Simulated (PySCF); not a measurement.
These 2 structures share the formula C5H9OP. Method used: PBE0-D3(BJ)/def2-SVP geometry optimisation, gas phase in PySCF. Energies are electronic, without zero-point or thermal terms, for one conformer each. No frequencies were run at this level. Point groups hold within 0.08 Å.

**Question.** Order them by energy at this level, lowest first, and give relative energies in kcal/mol.
A. `[CH2:1]=[CH:2][C@@H:3]1[CH2:4][CH2:5][P@H:6]1=[O:7]` with C1–C2–C3–C4 132°, C2–C3–C4–C5 -150°, C3–C4–C5–P6 25°, C4–C5–P6–O7 -148°, C2–C3–P6–C5 145°
B. `[CH2:1]=[C:2]([CH3:3])/[P:4]=[CH:5]/[O:6][CH3:7]` with C1–C2–P4–C5 180°, P4–C5–O6–C7 -175°

**Answer.** A (0.0), B (24.7).

As drawn, the lower has a four-membered ring and a P=O bond, which the higher lacks.

```json
{"SMILES": "C=C[C@@H]1CC[P@H]1=O", "E (Eh)": "-611.75453", "E rel (kcal/mol)": "0.0", "dipole (D)": "4.08", "point group": "C1", "A, B, C (MHz)": "3120, 1988, 1317"}
{"SMILES": "C=C(C)/P=C/OC", "E (Eh)": "-611.71514", "E rel (kcal/mol)": "24.7", "dipole (D)": "3.26", "point group": "near Cs", "A, B, C (MHz)": "5312, 1074, 903.8"}
```

**Question.** How do the relative energies change in single points at PBE0/pcSseg-1 (no added dispersion term) on the same geometries?

**Answer.** 
```
              SMILES  PBE0-D3(BJ)/def2-SVP (kcal/mol)  PBE0/pcSseg-1 (kcal/mol)  shift
C=C[C@@H]1CC[P@H]1=O                              0.0                       0.0    0.0
       C=C(C)/P=C/OC                             24.7                      26.3   +1.6
```

Each column counts from its own lowest isomer. The order is unchanged; the largest shift is 1.6 kcal/mol.
